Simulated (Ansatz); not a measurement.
Geometry optimisation, Ansatz, RHF/def2-SVP.

Input file:

```yaml
crystal:
  periodic: [false, false, false]
  atoms:
    - { symbol: B, position_ang: [-0.048437, 0.561762, -0.391319] }
    - { symbol: F, position_ang: [-0.084851, -0.237907, 2.010329] }
    - { symbol: O, position_ang: [1.17534, 0.074939, -0.572596] }
    - { symbol: H, position_ang: [1.221053, -0.826493, -0.855183] }
    - { symbol: Cl, position_ang: [-1.501856, -0.325877, -0.903678] }
    - { symbol: S, position_ang: [-0.16182, 2.323044, 0.224273] }
    - { symbol: H, position_ang: [-1.490507, 2.435791, 0.207163] }
    - { symbol: H, position_ang: [0.032678, 0.644542, 2.20081] }
basis:
  gaussian: { orbitals: def2-SVP }
hamiltonian:
  xc: hf
relax:
  f_tol: 0.03
  max_steps: 50
```

Run as:

```bash
$ ansatz run input.yaml --threads 1 --pin off --max-ram 2048MiB --backend cpu --events-out ev --progress --plain --runs-dir out
```

Problem. Where does it end, and by what steps?

Solution. It converged. After 10 steps the energy has fallen by 0.105 eV; F2 moved furthest, 0.54 Å.

```csv
step,energy less start (eV),largest force component (eV/Å),accepted
0,0.0000,0.735,yes
1,-0.0650,0.582,yes
2,-0.0730,1.477,yes
3,-0.0374,2.339,no
4,-0.0984,0.478,yes
5,-0.0998,0.221,yes
6,-0.1010,0.264,yes
7,-0.0947,1.030,no
8,-0.1038,0.190,yes
9,-0.1051,0.036,yes
10,-0.1052,0.029,yes
```

```xyz
8
Properties=species:S:1:pos:R:3
B -0.045 0.583 -0.544
F -0.072 -0.193 2.553
O 1.169 0.058 -0.678
H 1.209 -0.809 -1.053
Cl -1.492 -0.263 -1.134
S -0.156 2.225 0.258
H -1.480 2.371 0.199
H 0.008 0.678 2.319
```

Whether the end is a true minimum wasn't checked by a vibrational analysis.

Time of the run: 25 s on 1 thread of Arm Neoverse V2 (shared host), peak memory 0.17 GiB.
